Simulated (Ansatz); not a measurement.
`N#CCC(F)(F)F` + H₂O → `N#CO` + `CC(F)(F)F` at 298.15 K and 1 bar (formal hydrolysis of a C–C bond).

Computed with Ansatz on PBE0-D4/def2-TZVP structures; ΔE is electronic, products minus reactants. CCSD(T)/CBS is the MP2 limit (def2-TZVPP, def2-QZVPP) plus CCSD(T) − MP2 in def2-TZVPP, frozen cores. This one scheme is used for every species. One conformer a species, not always the lowest.

| species | CCSD(T)/CBS energy (Eh) | H − E (kJ/mol) | S (J/(mol·K)) |
| --- | --- | --- | --- |
| `N#CCC(F)(F)F` | -469.42520 | 154.9 | 336.1 |
| H₂O | -76.37941 | 66.4 | 188.7 |
| `N#CO` | -168.48100 | 68.5 | 241.1 |
| `CC(F)(F)F` | -377.30189 | 153.0 | 286.2 |

H − E and S are ideal-gas, rigid-rotor, harmonic terms from PBE0-D4/def2-TZVP, for one conformer and one mirror image of each species. 1 Eh = 2625.50 kJ/mol, R = 8.31446 J/(mol·K).

Question: By hand: ΔE, ΔH, ΔS and ΔG.

Answer: ΔE = (-168.48100) + (-377.30189) − (-469.42520) − (-76.37941) = 0.02172 Eh = 57.0 kJ/mol. Δ(H − E) = 68.5 + 153.0 − 154.9 − 66.4 = 0.2, so ΔH = 57.2 kJ/mol. ΔS = 241.1 + 286.2 − 336.1 − 188.7 = 2.5 J/(mol·K). ΔG = 57.2 − 298.15 × (2.5)/1000 = 56.5 kJ/mol.

Question: By hand: the equilibrium constant, and the temperature at which ΔG would vanish if ΔH and ΔS stayed fixed.

Answer: log₁₀ K = −ΔG/(RT ln 10) = -9.9. ΔG = 0 at ΔH/ΔS = 22880 K, far beyond where these terms or the molecules hold.

The number of gas molecules stays the same, so ΔS is small and ΔH decides. A doubt of 5 kJ/mol in ΔE shifts log₁₀ K by 0.9 here. Other conformers and mirror images would add mixing entropy, several J/(mol·K) or more a flexible species. These are equilibria of isolated gas molecules and say nothing of rates. Largest T1 diagnostic: 0.014 (customary marks: 0.02 for closed shells, 0.045 for open ones).
